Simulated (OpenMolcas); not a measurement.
Ta3+: moving or changing the point charges

Ta3+ among 6 point charges of -1 e arranged as an octahedron (Oh), 2.1 Å from the ion.

```yaml
Program: OpenMolcas
Method: CASSCF
Basis: ANO-RCC-VTZP [8s7p5d3f2g1h]
Scalar_Hamiltonian: DKH2, point nucleus
Active_space: 2 electrons in 5 orbitals (5d)
State_averaging: 2S+1 = 3 even, 10 roots; 2S+1 = 1 even, 15 roots
Spin-orbit_coupling: RASSI with atomic mean-field integrals over the reference wave functions
```

Runs around this geometry, states (labels of O, the rotations of Oh). Energies in cm-1 above the lowest state or level, χT in cm3 K/mol; under a threefold ground state the first gap can be a small split of the lowest multiplet, not the spin-orbit step; 10Dq and B are least-squares fits to the states below 45000 cm-1, weighted by degeneracy, with a free offset, and given where the rms deviation is under 5 % of |10Dq| (or 100 cm-1) and under 700 cm-1.

| R (Å) | q (e) | Ground state | First state of that spin | 10Dq | B (rms of fit) | First gap with spin-orbit (degeneracies) | χT at 300 K | First state of another spin |
| --- | --- | --- | --- | --- | --- | --- | --- | --- |
| 2.1 | -0.65 | 3T1 | 3T2 4921 | 5873 | 721 (84) | 774.5 (2, 3) | 0.089 | 1T2 10420 |
| 1.91 | -1 | 3T1 | 3T2 12470 | 14282 | 674 (255) | 485.4 (2, 3) | 0.075 | 1T2 9750 |
| 2.1 | -1 | 3T1 | 3T2 7857 | 9205 | 708 (143) | 671.0 (2, 3) | 0.071 | 1T2 10237 |
| 2.24 | -1 | 3T1 | 3T2 5710 | 6815 | 718 (115) | 754.8 (2, 3) | 0.081 | 1T2 10385 |

Taking |10Dq| as R^-n, n = -ln(6815 / 14282) / ln(2.24 / 1.91) = 4.6 between the shortest and longest distance. The point-charge formula for a cubic d site gives n = 5.

Scaling the charges by -0.65 / -1 = 0.65 scales |10Dq| by 5873 / 9205 = 0.64; with fixed orbitals a first-order splitting would follow the charge.

An orbital triplet at a regular site is open to Jahn-Teller coupling, which can distort the site and quench the lowest spin-orbit gaps and is left out. Without dynamic correlation the repulsion within the d shell is too large (B by tens of per cent), so at a given field states of lower spin stand too high. This field is weak: 10Dq is about 5873 cm-1, while octahedral complexes of 5d ions of charge 3 and more, computed by the same method with explicit ligands, had a median near 35000 cm-1. Ground spin and moment need not be those of a real site (figures for R = 2.1, q = -0.65; the like holds for R = 1.91, q = -1, R = 2.1, q = -1, R = 2.24, q = -1). Point charges carry no covalency, so the field is a model and not that of real ligands. No measured value stands beside these numbers.
